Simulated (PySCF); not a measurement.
PySCF input for Si(H)(Br)(Me)2 (C2H7BrSi), SMILES C[SiH](C)Br, PBE-D3(BJ)/def2-SVP. Coordinates come from a PBE-D3(BJ)/def2-SVP optimisation.

```python
import numpy as np
from pyscf import gto, scf, dft, df
from pyscf.hessian import thermo

mol = gto.M(
    atom='''
    Si    0.91894499    0.43111345    0.00000000
    C     1.68338139   -0.28488349    1.56193483
    C     1.68338139   -0.28488349   -1.56193484
    Br   -1.29020856   -0.05572276   -0.00000000
    H     1.02080647    1.93151800    0.00000000
    H     2.76570542   -0.04113966    1.60337488
    H     1.19767250    0.12963887    2.46725595
    H     1.57196541   -1.38760307    1.58164627
    H     1.19767249    0.12963887   -2.46725596
    H     2.76570541   -0.04113966   -1.60337488
    H     1.57196542   -1.38760307   -1.58164627
    ''',
    basis='def2-SVP',
    charge=0,
    spin=0,
    max_memory=1600,
    verbose=3,
)
mf = dft.RKS(mol, xc='pbe').density_fit(auxbasis='def2-universal-jkfit')
mf.disp = 'd3bj'
mf.grids.level = 3
mf.conv_tol = 1e-11
mf.max_cycle = 100
mf.kernel()

# [left out here: the lines that compute and print the analytic Hessian (its translational invariance restored by hand, since the grid's response is missing), thermochemistry and intensities]
```

It prints:

```
converged SCF energy = -2943.02956644047

WARN: DFTD3 does not support analytical Hessian, using finite difference


WARN: Mole.unit (angstrom) is changed to Bohr

Mode                                 0                   1                   2
Irrep
Freq [cm^-1]                      156.2902            163.0962            163.3076
Reduced mass [au]                   1.0687              2.8553              1.2392
Force const [Dyne/A]                0.0154              0.0448              0.0195
Char temp [K]                     224.8668            234.6591            234.9633
Normal mode                   x     y     z       x     y     z       x     y     z
       0  Si                -0.00 -0.00  0.01   -0.00 -0.00  0.08    0.01  0.02  0.00
       1   C                 0.04  0.02  0.00    0.13  0.01  0.03   -0.06  0.01  0.03
       2   C                -0.04 -0.02  0.00   -0.12 -0.01  0.03   -0.07  0.01 -0.03
       3  Br                -0.00  0.00 -0.01   -0.00  0.00 -0.04    0.02 -0.01 -0.00
       4   H                -0.00 -0.00  0.02   -0.00 -0.00  0.10    0.03  0.02  0.00
       5   H                -0.04  0.38  0.16    0.14 -0.02 -0.14    0.02 -0.31 -0.07
       6   H                -0.20 -0.26  0.01    0.28  0.07  0.08    0.12  0.29  0.00
       7   H                 0.41 -0.02 -0.15    0.10  0.02  0.09   -0.40  0.05  0.19
       8   H                 0.20  0.26  0.01   -0.28 -0.09  0.08    0.11  0.28  0.00
       9   H                 0.05 -0.38  0.16   -0.14  0.03 -0.15    0.01 -0.31  0.07
      10   H                -0.41  0.02 -0.15   -0.08 -0.02  0.10   -0.40  0.05 -0.19
Mode                                 3                   4                   5
Irrep
Freq [cm^-1]                      176.3402            222.7085            389.3484
Reduced mass [au]                   1.8566              2.6956              7.8891
Force const [Dyne/A]                0.0340              0.0788              0.7046
[...]
       6   H                -0.10  0.25 -0.21    0.07 -0.13  0.18    0.17 -0.04  0.12
       7   H                 0.12 -0.04  0.35   -0.01 -0.03  0.00    0.10  0.01 -0.11
       8   H                 0.10 -0.25 -0.21    0.07 -0.13 -0.18   -0.17  0.04  0.12
       9   H                 0.05 -0.16 -0.01    0.08 -0.14 -0.17    0.11 -0.16 -0.43
      10   H                -0.12  0.04  0.35   -0.01 -0.03 -0.00   -0.10 -0.01 -0.11
Mode                                 9                  10                  11
Irrep
Freq [cm^-1]                      685.2042            755.2566            831.8956
Reduced mass [au]                   1.3150              2.1969              1.4746
Force const [Dyne/A]                0.3638              0.7383              0.6013
Char temp [K]                     985.8563           1086.6461           1196.9126
Normal mode                   x     y     z       x     y     z       x     y     z
       0  Si                -0.03  0.05 -0.00    0.00 -0.00  0.10   -0.04  0.04 -0.00
       1   C                -0.02 -0.04  0.06    0.01  0.06 -0.09    0.06 -0.06 -0.04
       2   C                -0.02 -0.04 -0.06   -0.01 -0.06 -0.09    0.06 -0.06  0.04
       3  Br                 0.00 -0.01 -0.00   -0.00  0.00 -0.00    0.00 -0.00  0.00
       4   H                 0.67  0.01  0.00   -0.00  0.00  0.13    0.06  0.03  0.00
       5   H                -0.04  0.12 -0.17    0.03 -0.08  0.16    0.03  0.03  0.25
       6   H                 0.15 -0.02  0.14   -0.19  0.05 -0.20   -0.20  0.20 -0.29
       7   H                 0.17 -0.06  0.17   -0.21  0.08 -0.19    0.01 -0.05  0.30
       8   H                 0.15 -0.02 -0.14    0.19 -0.05 -0.20   -0.20  0.20  0.29
       9   H                -0.04  0.12  0.17   -0.03  0.08  0.16    0.03  0.03 -0.25
      10   H                 0.17 -0.06 -0.17    0.21 -0.08 -0.19    0.01 -0.05 -0.30
Mode                                12                  13                  14
Irrep
Freq [cm^-1]                      858.1032            876.5963           1212.9236
Reduced mass [au]                   1.3266              1.2468              1.2734
Force const [Dyne/A]                0.5756              0.5645              1.1038
Char temp [K]                    1234.6194           1261.2269           1745.1269
Normal mode                   x     y     z       x     y     z       x     y     z
       0  Si                -0.05 -0.03  0.00    0.00  0.00  0.06   -0.00  0.00  0.01
       1   C                 0.05  0.06 -0.00   -0.01 -0.06 -0.03   -0.04  0.03 -0.08
       2   C                 0.05  0.06  0.00    0.01  0.06 -0.03    0.04 -0.03 -0.08
       3  Br                -0.00 -0.00 -0.00    0.00  0.00 -0.00   -0.00 -0.00 -0.00
       4   H                 0.58 -0.06 -0.00   -0.00  0.00 -0.72   -0.00  0.00 -0.03
       5   H                 0.09 -0.18  0.22   -0.05  0.14 -0.06    0.00 -0.17  0.31
       6   H                -0.09 -0.11 -0.00   -0.07  0.15 -0.16    0.23 -0.20  0.18
       7   H                -0.19  0.08 -0.22    0.07 -0.05  0.22    0.17  0.01  0.31
       8   H                -0.09 -0.11  0.00    0.07 -0.15 -0.16   -0.23  0.20  0.18
       9   H                 0.09 -0.18 -0.22    0.05 -0.14 -0.06   -0.00  0.17  0.31
      10   H                -0.19  0.08  0.22   -0.07  0.05  0.22   -0.17 -0.01  0.31
Mode                                15                  16                  17
Irrep
Freq [cm^-1]                     1218.4322           1370.6911           1375.9147
Reduced mass [au]                   1.2441              1.0493              1.0511
Force const [Dyne/A]                1.0882              1.1616              1.1725
Char temp [K]                    1753.0526           1972.1193           1979.6349
Normal mode                   x     y     z       x     y     z       x     y     z
       0  Si                -0.01  0.00  0.00    0.00  0.00 -0.00    0.00 -0.00 -0.00
       1   C                 0.04 -0.04  0.08    0.01 -0.04 -0.02    0.04  0.02 -0.01
       2   C                 0.04 -0.04 -0.08   -0.01  0.04 -0.02   -0.04 -0.02 -0.01
       3  Br                 0.00  0.00 -0.00    0.00 -0.00  0.00    0.00  0.00  0.00
       4   H                 0.01  0.01 -0.00   -0.00  0.00  0.03    0.00 -0.00  0.01
       5   H                -0.01  0.19 -0.31   -0.11  0.42  0.25    0.01  0.15 -0.20
       6   H                -0.23  0.20 -0.19    0.32  0.08  0.10   -0.19 -0.40  0.06
       7   H                -0.19 -0.01 -0.31   -0.31  0.00 -0.09   -0.33  0.05  0.32
       8   H                -0.23  0.20  0.19   -0.32 -0.08  0.10    0.19  0.40  0.06
       9   H                -0.01  0.19  0.31    0.11 -0.42  0.25   -0.01 -0.15 -0.20
      10   H                -0.19 -0.01  0.31    0.31 -0.00 -0.09    0.33 -0.05  0.32
Mode                                18                  19                  20
Irrep
Freq [cm^-1]                     1379.0387           1389.0785           2163.4637
Reduced mass [au]                   1.0457              1.0458              1.0416
Force const [Dyne/A]                1.1716              1.1889              2.8725
Char temp [K]                    1984.1296           1998.5747           3112.7426
Normal mode                   x     y     z       x     y     z       x     y     z
       0  Si                -0.00  0.01 -0.00    0.01  0.00 -0.00    0.00  0.03  0.00
       1   C                -0.02  0.03  0.02    0.03  0.02 -0.01    0.00 -0.00  0.00
       2   C                -0.02  0.03 -0.02    0.03  0.02  0.01    0.00 -0.00 -0.00
       3  Br                 0.00 -0.00 -0.00    0.00 -0.00  0.00    0.00 -0.00 -0.00
       4   H                 0.01  0.00  0.00   -0.03  0.01 -0.00   -0.05 -0.98 -0.00
       5   H                 0.10 -0.44 -0.20    0.03  0.03 -0.27    0.00  0.00 -0.00
       6   H                -0.26  0.04 -0.13   -0.26 -0.41  0.03   -0.00  0.00  0.00
       7   H                 0.39 -0.02 -0.00   -0.23  0.05  0.34   -0.00  0.00 -0.01
       8   H                -0.26  0.04  0.13   -0.26 -0.41 -0.03   -0.00  0.00 -0.00
       9   H                 0.10 -0.44  0.20    0.03  0.03  0.27    0.00  0.00  0.00
      10   H                 0.39 -0.02  0.01   -0.23  0.05 -0.34   -0.00  0.00  0.01
Mode                                21                  22                  23
Irrep
Freq [cm^-1]                     2974.6723           2975.3926           3073.7790
Reduced mass [au]                   1.0357              1.0355              1.1016
Force const [Dyne/A]                5.3995              5.4014              6.1324
Char temp [K]                    4279.8912           4280.9275           4422.4836
Normal mode                   x     y     z       x     y     z       x     y     z
       0  Si                 0.00 -0.00 -0.00   -0.00  0.00 -0.00   -0.00 -0.00 -0.00
       1   C                 0.02 -0.01  0.03    0.02 -0.01  0.03    0.05  0.03 -0.01
       2   C                -0.02  0.01  0.03    0.02 -0.01 -0.03   -0.05 -0.03 -0.01
       3  Br                -0.00  0.00  0.00    0.00 -0.00  0.00    0.00  0.00  0.00
       4   H                -0.00  0.00  0.00    0.00 -0.00  0.00    0.00  0.00  0.00
       5   H                -0.45 -0.10 -0.01   -0.45 -0.10 -0.01   -0.48 -0.10 -0.02
       6   H                 0.16 -0.14 -0.28    0.16 -0.14 -0.29   -0.09  0.09  0.18
       7   H                 0.04  0.38  0.00    0.04  0.38  0.00   -0.03 -0.40  0.00
       8   H                -0.16  0.14 -0.28    0.16 -0.14  0.29    0.09 -0.09  0.18
       9   H                 0.45  0.11 -0.01   -0.44 -0.10  0.01    0.48  0.10 -0.02
      10   H                -0.04 -0.38  0.00    0.04  0.38 -0.00    0.03  0.40  0.00
Mode                                24                  25                  26
Irrep
Freq [cm^-1]                     3074.8252           3089.0678           3089.2878
Reduced mass [au]                   1.1015              1.1029              1.1028
Force const [Dyne/A]                6.1358              6.2005              6.2009
Char temp [K]                    4423.9888           4444.4808           4444.7973
Normal mode                   x     y     z       x     y     z       x     y     z
       0  Si                 0.00  0.00 -0.00    0.00 -0.00 -0.00    0.00 -0.00  0.00
       1   C                 0.05  0.03 -0.01    0.02 -0.05 -0.03   -0.02  0.05  0.03
       2   C                 0.05  0.03  0.01    0.02 -0.05  0.03    0.02 -0.05  0.04
       3  Br                -0.00 -0.00 -0.00   -0.00  0.00  0.00   -0.00  0.00 -0.00
       4   H                -0.00 -0.00  0.00   -0.00  0.01 -0.00   -0.00  0.00  0.00
       5   H                -0.49 -0.11 -0.02   -0.06 -0.02 -0.01    0.08  0.03  0.01
       6   H                -0.10  0.10  0.19   -0.23  0.20  0.44    0.23 -0.19 -0.43
       7   H                -0.03 -0.38  0.00    0.05  0.41 -0.01   -0.04 -0.39  0.01
       8   H                -0.10  0.10 -0.19   -0.23  0.19 -0.43   -0.24  0.20 -0.44
       9   H                -0.49 -0.11  0.02   -0.06 -0.02  0.01   -0.08 -0.03  0.01
      10   H                -0.03 -0.38 -0.00    0.04  0.40  0.01    0.05  0.40  0.01
temperature 298.1500 [K]
pressure 101325.00 [Pa]
Rotational constants [GHz] 5.25562 1.94474 1.55064
Symmetry number 1
Zero-point energy (ZPE) 0.08107 [Eh]   212843.746 [J/mol]
                           tot       elec      trans        rot        vib
Entropy [J/mol/K]       349.067      0.000    170.293    114.675     64.098
Cv [J/mol/K]             99.499      0.000     12.472     12.472     74.556
Cp [J/mol/K]            107.813      0.000     20.786     12.472     74.556
Internal energy [J/mol]                      3718.434   3718.434 223885.756
Internal energy [Eh]   -2942.94146  -2943.02957
Enthalpy [J/mol]                             6197.391   3718.434 223885.756
Enthalpy [Eh]          -2942.94052
Gibbs free energy [J/mol]                  -44575.485 -30472.028 204774.897
Gibbs free energy [Eh] -2942.98016
mode   freq/cm-1   IR/(km/mol)
   1      156.29         0.039
   2      163.10         1.473
   3      163.31         0.074
   4      176.34         0.027
   5      222.71         1.655
   6      389.35        35.255
   7      601.02         6.405
   8      640.35         6.234
   9      678.61         1.483
  10      685.20        29.384
  11      755.26        35.468
  12      831.90        78.292
  13      858.10       177.685
  14      876.60       106.303
  15     1212.92        31.604
  16     1218.43        11.924
  17     1370.69         2.009
  18     1375.91         0.425
  19     1379.04         5.435
  20     1389.08         6.364
  21     2163.46       116.075
  22     2974.67         0.732
  23     2975.39         2.570
  24     3073.78         0.045
  25     3074.83         4.465
  26     3089.07         1.482
  27     3089.29         0.574
max |gradient| / (hartree/bohr): 3.787950616265367e-05
APT charges: [ 1.3856 -0.3845 -0.3845 -0.4886 -0.2909  0.0171  0.0335  0.0309  0.0335
  0.0171  0.0309]
```

The run converged.

Cost: very roughly 2.7 core-minutes.
